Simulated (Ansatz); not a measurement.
Geometry optimisation, RKS B3LYP-D4/def2-SVP (Ansatz).

Input file:

```yaml
crystal:
  periodic: [false, false, false]
  atoms:
    - { symbol: Si, position_ang: [0.0, 0.0, 0.0] }
    - { symbol: H, position_ang: [0.0, 0.0, 1.81] }
    - { symbol: F, position_ang: [1.4994, 0.0, -0.5295] }
    - { symbol: F, position_ang: [-0.7489, 1.2974, -0.5295] }
    - { symbol: F, position_ang: [-0.7489, -1.2974, -0.5295] }
    - { symbol: O, position_ang: [-1.879, 0.0, 0.6243] }
    - { symbol: Si, position_ang: [-3.1189, -0.9102, -0.0514] }
    - { symbol: H, position_ang: [-2.618, -2.2382, -0.3935] }
    - { symbol: H, position_ang: [-4.211, -1.0354, 0.9095] }
    - { symbol: H, position_ang: [-3.6069, -0.249, -1.2582] }
    - { symbol: H, position_ang: [-0.9605, 0.0, 1.7351] }
basis:
  gaussian: { orbitals: def2-SVP }
hamiltonian:
  xc: b3lyp
  dispersion: d4
relax:
  f_tol: 0.15
  max_steps: 25
  restrain:
    - { distance: [0, 5], at: 2.88, k: 30.0 }
    - { distance: [10, 1], at: 1.86, k: 30.0 }
    - { distance: [0, 1], at: 1.46, k: 30.0 }
    - { distance: [10, 5], at: 1.01, k: 30.0 }
```

Command:

```bash
$ ansatz run input.yaml --threads 4 --pin off --max-ram 5120MiB --backend cpu --events-out ev --progress --plain --runs-dir out
```

Problem. Where does it end, and by what steps?

Solution. The run converged. The restraints hold the end off the free minimum; the threshold counts their pulls, which the force column leaves out. Restrained pairs: Si1–O6 (1.98 → 2.88 Å), H2–H11 (0.96 → 1.87 Å), Si1–H2 (1.81 → 1.46 Å), O6–H11 (1.44 → 0.98 Å). After 10 steps the energy has fallen by 4.275 eV (the restraints' own energy left out); F4 moved furthest, 0.86 Å.

```json
{"step": "0", "energy less start (eV)": "0.0000", "largest force component (eV/Å)": "4.796", "accepted": "yes"}
{"step": "1", "energy less start (eV)": "-1.3696", "largest force component (eV/Å)": "4.565", "accepted": "yes"}
{"step": "2", "energy less start (eV)": "-2.5767", "largest force component (eV/Å)": "5.616", "accepted": "yes"}
{"step": "3", "energy less start (eV)": "-3.2092", "largest force component (eV/Å)": "5.656", "accepted": "yes"}
{"step": "4", "energy less start (eV)": "-3.7938", "largest force component (eV/Å)": "3.039", "accepted": "yes"}
{"step": "5", "energy less start (eV)": "-4.1342", "largest force component (eV/Å)": "1.238", "accepted": "yes"}
{"step": "6", "energy less start (eV)": "-4.2313", "largest force component (eV/Å)": "0.963", "accepted": "yes"}
{"step": "7", "energy less start (eV)": "-4.2673", "largest force component (eV/Å)": "0.803", "accepted": "yes"}
{"step": "8", "energy less start (eV)": "-4.2749", "largest force component (eV/Å)": "0.800", "accepted": "yes"}
{"step": "9", "energy less start (eV)": "-4.2678", "largest force component (eV/Å)": "1.007", "accepted": "no"}
{"step": "10", "energy less start (eV)": "-4.2748", "largest force component (eV/Å)": "0.827", "accepted": "yes"}
```

```xyz
11
Properties=species:S:1:pos:R:3
Si 0.429 0.143 -0.098
H 0.114 -0.070 1.315
F 2.016 -0.024 -0.298
F 0.046 1.608 -0.621
F -0.274 -0.958 -1.039
O -2.295 0.067 0.821
Si -3.421 -1.014 0.184
H -2.843 -2.381 0.033
H -4.626 -1.108 1.061
H -3.809 -0.456 -1.135
H -1.730 -0.242 1.564
```

Time of the run: 21 s on 4 threads of Arm Neoverse V1 (shared host), peak memory 0.28 GiB.
